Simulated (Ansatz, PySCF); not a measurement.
System: C4H7 (charge -1, singlet). It need not be the lowest isomer of its formula. Whether it binds its extra electron was not tested at this geometry. 
Coordinates optimised at B3LYP-D3(BJ)/def2-TZVP (Ansatz, an electronic-structure program):
```
C
C 1 1.3368
H 1 1.1165 2 122.08
C 1 1.5113 3 113.15 2 180.00
H 4 1.0937 1 109.06 3 -180.00
H 4 1.1023 5 108.10 1 122.85
H 4 1.1023 5 108.10 6 114.30
C 2 1.5129 1 114.86 3 0.00
H 8 1.0997 2 111.19 1 121.63
H 8 1.0997 9 105.11 2 -120.41
H 8 1.1196 9 106.93 10 -113.41
```
Charge -1, spin multiplicity 1.

Total electronic energies in hartree. Cores are frozen in the correlated levels unless marked. No spin-orbit coupling. No relativistic terms. Basis-set limits of correlation are two-point, X^-3; Hartree-Fock from the larger set. The bracket is a focal-point correction in the basis named.

| level | program | energy (Eh) |
|---|---|---|
| HF-D3(BJ)/def2-TZVPD | PySCF + dftd3 | -155.55163 |
| HF-D4/def2-TZVPD | PySCF + dftd4 | -155.52441 |
| PBE-D3(BJ)/def2-TZVPD | Ansatz + dftd3 | -156.40653 |
| r2SCAN-D3(BJ)/def2-TZVPD | Ansatz + dftd3 | -156.51761 |
| PBE0/STO-3G | Ansatz | -154.32121 |
| PBE0/def2-TZVPD | Ansatz | -156.41846 |
| PBE0/def2-QZVPP | Ansatz | -156.42782 |
| RPA@PBE/cc-pVQZ | Ansatz | -156.70671 |
| MP2/cc-pVDZ | Ansatz | -156.00567 |
| RI-MP2/CBS(aug-cc-pVTZ,aug-cc-pVQZ) | Ansatz | -156.2789 |
| SCS-MP2/6-31G* | Ansatz | -155.93005 |
| SCS-MP2/cc-pwCVTZ | Ansatz | -156.19571 |
| CCSD(T)/6-31G | Ansatz | -155.77258 |
| CCSD(T)/cc-pVTZ | Ansatz | -156.25522 |
| RI-MP2/CBS(aug-cc-pVTZ,aug-cc-pVQZ)+[CCSD(T)-MP2]/aug-cc-pVTZ | Ansatz | -156.3499 |

Totals of different functionals don't rank their quality; only differences between species are comparable.
